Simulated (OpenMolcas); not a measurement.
**O I: RASPT2 settings compared**

```yaml
Program: OpenMolcas 26.06
Basis: ANO-R3 [4s4p2d1f]
Scalar_Hamiltonian: X2C, finite nucleus
Active_space: 6 electrons in 9 orbitals (RAS2 2s 2p; RAS3 3d, at most 2 electrons)
State_averaging: 2S+1 = 3 even, 3 roots; 2S+1 = 1 even, 6 roots
Spin-orbit_coupling: RASSI with atomic mean-field integrals over the reference wave functions, term energies averaged over their components
```

Methods on the same reference wave functions:
A. RASSCF
B. SS-RASPT2, IPEA 0.6 Eh, no level shift (closed shells correlated: 1s)
C. SS-RASPT2, IPEA 0.3 Eh, imaginary shift 0.2 Eh (closed shells correlated: 1s)
D. XMS-RASPT2, IPEA 0.15 Eh, sigma2 regulariser 0.05 Eh (closed shells correlated: 1s)

Energies in eV above 2s² 2p⁴ ³P₂, the measured ground level; measured values from NIST Handbook of Basic Atomic Spectroscopic Data.

```csv
Level,A,B,C,D,Measured
2s² 2p⁴ ³P₂,0.0000,0.0000,0.0000,0.0000,0.0000
2s² 2p⁴ ³P₁,0.0182,0.0182,0.0182,0.0182,0.0196
2s² 2p⁴ ³P₀,0.0272,0.0272,0.0272,0.0272,0.0281
2s² 2p⁴ ¹D₂,2.1323,1.973,1.972,1.985,1.9674
2s² 2p⁴ ¹S₀,4.4968,4.208,4.185,4.241,4.1897
```

Deviations, from unrounded energies. A percentage is the sum of absolute deviations over the sum of measured energies, with the sign that they share, or ± where signs differ.

| Against measurement | Levels | A | B | C | D |
| --- | --- | --- | --- | --- | --- |
| mean absolute deviation (cm-1) | 4 | 960 | 54 | 22 | 140 |
| fine structure of the ground term (%) | 2 | -5.0 | -5.0 | -5.0 | -5.0 |
| other terms of the ground configuration (%) | 2 | +7.7 | +0.4 | ±0.1 | +1.1 |

C lies closest to measurement on these levels and A furthest from it. The largest miss of C in the table is 2s² 2p⁴ ¹D₂, by +35 cm-1. The ranking rests on the paired levels alone, and a cruder setting can come out closer through cancelling errors.

Among B to D the level of the table that moves most is 2s² 2p⁴ ¹S₀, by 450 cm-1 (lowest in C, highest in D). Moves below CASPT2's spread within the term are not significant.

The mean deviations of B to D differ by less than CASPT2's widest spread within a term (280 cm-1), so their order carries little weight.

From A to B the spin-free energies of the other terms of 2s² 2p⁴ shown, above ³P, scale by factors of 0.93 to 0.94.

The lowest spin-free term lies below A's lowest term by 0.106 hartree in B, 0.108 hartree in C, 0.111 hartree in D.

CASPT2 does not keep the components of a term degenerate, so their means are used; among the terms shown or strongly mixed into the levels shown the widest spread is 280 cm-1 (2s² 2p⁴ ¹D, D). Active for correlation alone: 3d; no level in the range computed is led by a configuration that fills it, so any true level of that kind is missing. Without dynamic correlation excited terms often stand tens of per cent too high (terms of higher spin than the ground term too low), and those without a measured partner can miss by more than the paired ones (holds for A). Computed and measured levels are paired by configuration, term and J; levels that our copy of the source lacks, or whose pairing is in doubt (as where it misses far off the trend of its configuration), stay unpaired and out of the deviations. Only configurations of the active space appear.
